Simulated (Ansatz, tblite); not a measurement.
Removing and adding an electron: (4-phenylthiophenyl)diphenylsulfonium hexafluorophosphate (C24H19F6PS2). Charge 0, multiplicity 1. Geometry: PBE-D4/def2-SVP. Ansatz, gas phase; energy differences of separate SCF runs; the oxidised species was run as a doublet alone; the reduced species was run as a doublet alone.

Cartesian coordinates in Å:
```
F 4.9460 -2.9177 -0.3482
P 4.1506 -2.3022 -1.6293
F 5.5283 -1.7747 -2.3179
F 4.0027 -0.8348 -0.8169
F 4.2118 -3.7171 -2.4327
F 3.2699 -1.6294 -2.8973
F 2.6891 -2.7734 -0.9346
C -4.8236 1.0830 4.9519
C -4.5339 -0.2889 5.0209
C -3.2053 -0.7340 4.9333
C -2.1658 0.2024 4.7801
S -0.4671 -0.3595 4.7320
C -0.0893 -0.3278 2.9998
C -1.0481 -0.0912 1.9897
C -0.6648 -0.0963 0.6445
C 0.6792 -0.3329 0.3139
S 1.3170 -0.3962 -1.3490
C 1.5503 1.3074 -1.8576
C 2.5887 1.4750 -2.7913
C 2.8699 2.7723 -3.2434
C 2.1404 3.8680 -2.7543
C 1.1259 3.6791 -1.8006
C 0.8240 2.3898 -1.3379
C -0.0366 -1.0008 -2.3570
C 0.0415 -2.3774 -2.6344
C -0.9597 -2.9500 -3.4319
C -1.9964 -2.1561 -3.9488
C -2.0391 -0.7778 -3.6796
C -1.0510 -0.1843 -2.8804
C 1.6447 -0.6038 1.3040
C 1.2547 -0.5902 2.6441
C -2.4531 1.5805 4.7217
C -3.7838 2.0159 4.8007
H -5.8661 1.4290 5.0218
H -5.3470 -1.0208 5.1435
H -2.9651 -1.8066 4.9819
H -2.0990 0.0876 2.2566
H -1.4191 0.0589 -0.1410
H 3.1631 0.5975 -3.1287
H 3.6798 2.9260 -3.9720
H 2.3740 4.8836 -3.1081
H 0.5695 4.5425 -1.4057
H 0.0519 2.2327 -0.5706
H 0.8858 -2.9643 -2.2393
H -0.9159 -4.0247 -3.6636
H -2.7722 -2.6123 -4.5822
H -2.8424 -0.1556 -4.1020
H -1.0584 0.8985 -2.6874
H 2.6812 -0.8283 1.0063
H 2.0006 -0.7951 3.4272
H -1.6288 2.3017 4.6156
H -4.0089 3.0926 4.7543
```

The xTB rows come from tblite. Single mean-field runs in def2-SVP are fitted with def2-universal-jkfit. HOMO above LUMO, or a gap near zero within one spin, warns that the state may not be the lowest or that an electron is smeared out.

| level | −HOMO (eV) | vertical IE (eV) | −LUMO (eV) | vertical EA (eV) | HOMO–LUMO gap (eV) | IE − EA (eV) | remarks |
| --- | --- | --- | --- | --- | --- | --- | --- |
| GFN1-xTB | 11.64 | 13.75 | 8.78 | 7.02 | 2.86 | 6.73 | – |
| GFN2-xTB | 10.55 | 12.71 | 7.86 | 6.17 | 2.69 | 6.53 | – |
| PBE-D4/def2-SVP | 5.82 | 7.79 | 2.65 | – | 3.17 | – | gap within one spin near zero (+1 doublet) |
| PBE0-D4/def2-SVP | 6.87 | 8.25 | 1.89 | 0.79 | 4.97 | 7.47 | HOMO above zero (-1 doublet) |
| r2SCAN0-D4/def2-SVP | 7.03 | 8.32 | 1.88 | 0.81 | 5.15 | 7.51 | HOMO above zero (-1 doublet) |

Relaxing the reduced species (PBE-D4/def2-SVP) changes its energy by -0.50 eV at PBE0-D4/def2-SVP, so the adiabatic electron affinity to this nearest minimum is 1.28 eV.  Run but left out: PBE-D4/def2-SVP (charge -1 doublet: an occupied level 0.08 eV above an empty one).   A HOMO above zero means that the electron is unbound at that level or that self-interaction error raises the level; the energy of removing that electron tells which. Raw xTB energy differences between charge states are shifted by several eV; the methods need an empirical correction for them. Sets without diffuse functions give affinities that are too small.
